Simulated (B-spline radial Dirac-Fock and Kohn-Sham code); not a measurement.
**Cl³⁺ in Watson spheres of different radius**

Level of theory: ΔSCF Dirac-Fock with Breit, self-energy and vacuum polarisation, finite nucleus, configuration average; an atomic code on a B-spline grid. The ion, [Ne] 3s2 3p2, sits in a hollow sphere of charge Q = -3, a simple model of the Madelung potential. Inside the sphere an electron's potential energy is raised by the constant 14.40·|Q|/R eV, so binding energies fall by about that much as long as the orbitals stay inside.

| radius (Å) | 14.40 |Q|/R (eV) | 1s (eV) | 2s (eV) | 2p1/2 (eV) | 2p3/2 (eV) | 3s (eV) | 3p (eV) |
| --- | --- | --- | --- | --- | --- | --- | --- |
| 1.6 | 27.00 | 2855.8 | 302.6 | 231.7 | 230.1 | 38.22 | 24.54 |
| 2.4 | 18.00 | 2864.7 | 311.5 | 240.6 | 239.0 | 47.14 | 33.45 |

From the smallest to the largest radius 1s moves by +8.9 eV, while the constant potential alone would give +9.0 eV; the difference comes from charge outside the sphere and its screening.

Values without a named source are computed, but for edge energies of neutral atoms, which are taken from tables.
